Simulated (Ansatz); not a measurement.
A geometry optimisation of AlF2GeHSi with BLYP-D3(BJ)/def2-SVP

The starting geometry of this gas-phase singlet was optimised with GFN2-xTB.

```xyz
6

Al   -0.6256   -1.3692    0.6369
F    -2.0074   -0.8490   -0.1619
F    -0.6350   -0.9252    2.2461
Ge    0.5469   -3.4444   -0.1611
Si    0.6930   -1.4547   -1.4928
H     1.8793   -2.6584    0.4209
```

Problem. Predict what becomes of its bonds when it is optimised with BLYP-D3(BJ)/def2-SVP.

Solution. A new bond forms, giving a structure with H6 bridging Si5 and Ge4, given below by its coordinates. Distances that change by over a tenth: Al1–Ge4 (2.51 → 2.90 Å), Ge4–H6 (1.65 → 1.85 Å). Contacts that close: Si5–H6 (2.55 → 1.67 Å).

The energy falls by 0.79 eV over 14 steps:

| step | E − E(last) (eV) |
| --- | --- |
| 1 | 0.787 |
| 2 | 0.490 |
| 4 | 0.220 |
| 5 | 0.103 |
| 7 | 0.013 |
| 8 | 0.008 |
| 10 | 0.000 |
| 11 | 0.000 |
| 13 | 0.000 |
| 14 | 0.000 |

Final geometry (Å):

```xyz
6

Al   -0.7325   -1.2048    0.5583
F    -2.2599   -0.8838   -0.0573
F    -0.4854   -0.8703    2.1829
Ge    0.4928   -3.6994   -0.2754
Si    1.0618   -1.6058   -1.0916
H     1.7745   -2.4368    0.1712
```

Frequencies at the end are all real (lowest 46 cm⁻¹). Run with Ansatz 0.2.0, 22 s on 1 thread of Intel(R) Xeon(R) 6975P-C (Granite Rapids), with other jobs on the host.
